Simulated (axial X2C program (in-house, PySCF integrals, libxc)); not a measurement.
Low determinants of NbH⁻ at the PBE0 level, two-component

Calculated with an in-house relativistic program for diatomic molecules. Two-component (2c) means X2C with spin–orbit coupling and atomic mean-field two-electron Coulomb and Gaunt terms. Basis: Nb dyall-acv3z [12s13p10d5f3g], H dyall-av3z [7s3p2d] (cores contracted in-house); Gaussian nuclei, density fitting, unrestricted open shells. Masses: Nb 92.906 u, H 1.008 u.

Search at 1.872 Å (vertical energies from the lowest determinant):

```tsv
ΔE (eV)	state	electrons beyond evenly filled partner blocks	electrons in ±ω = 1/2, 3/2, 5/2, 7/2
0.00	Ω = 5/2	ω = 5/2	28 12 3 0
0.25	Ω = 1/2	ω = 1/2	29 12 2 0
0.28	Ω = 1/2	ω = -1/2, ω = -3/2, ω = 5/2	29 11 3 0
0.36	Ω = 3/2	ω = 1/2, ω = -3/2, ω = 5/2	29 11 3 0
0.37	Ω = 7/2	ω = -1/2, ω = 3/2, ω = 5/2	29 11 3 0
0.41	Ω = 7/2	2 × ω = 1/2, ω = 5/2	28 12 3 0
0.59	Ω = 9/2	ω = 1/2, ω = 3/2, ω = 5/2	29 11 3 0
```

Lowest determinant, Ω = 5/2 (⟨Sz⟩ = 2.50, ⟨Lz⟩ = 0.00 at PBE0): Re = 1.870 Å, ωe = 1414.0 cm⁻¹.

The determinant in row 2 of the search, Ω = 1/2 (⟨Sz⟩ = -1.50, ⟨Lz⟩ = 2.00 at PBE0), was followed along the bond at PBE0; measured from the minimum of the lowest determinant it gives:

Te = 0.227 eV (1834 cm⁻¹), Re = 1.795 Å, ωe = 1558.1 cm⁻¹.

Compare the bond of the determinant in row 2 with that of the lowest one.

At PBE0 its Re is 0.075 Å shorter and its force constant, which goes as ωe², is 1.21 times that of the lowest determinant. T0 ≈ Te + Δωe/2 = 1834 + (72) = 1906 cm⁻¹.

The search compares states at one distance, so a state with another bond length can lie lower; it is not exhaustive and yields mostly the lowest determinant of each block pattern, so other components and higher states of one pattern are missing. These are energies of single determinants, not of spin-adapted states; PBE0 term energies can be off by some tenths of an eV, and the functional has no current term. The lowest determinant need not be the ground state where others lie within half an eV. For an anion, determinants above electron detachment are held by the basis set. The highest occupied level of some functionals is positive through self-interaction error; at Hartree–Fock it is bound. Row 1 has a positive highest level at its minimum. Row 2 has a positive highest level at its minimum.
